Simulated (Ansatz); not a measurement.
Problem. Predict a relaxed structure of the cluster As3S3 (the lowest doublet isomer of a short search), charge 0, doublet, at PBE0-D4/def2-SVP (Ansatz).

Solution. 
```xyz
6

As    1.146   -0.569    1.260
As   -0.262   -1.734   -0.384
As   -0.860    1.787   -0.530
S    -1.833   -0.185   -0.851
S     1.686   -0.732   -0.926
S     0.123    1.433    1.432
```
Point group Cs (tolerance 0.1 Å). This is one stationary point.

The structure comes from a short search, and lower isomers may exist.
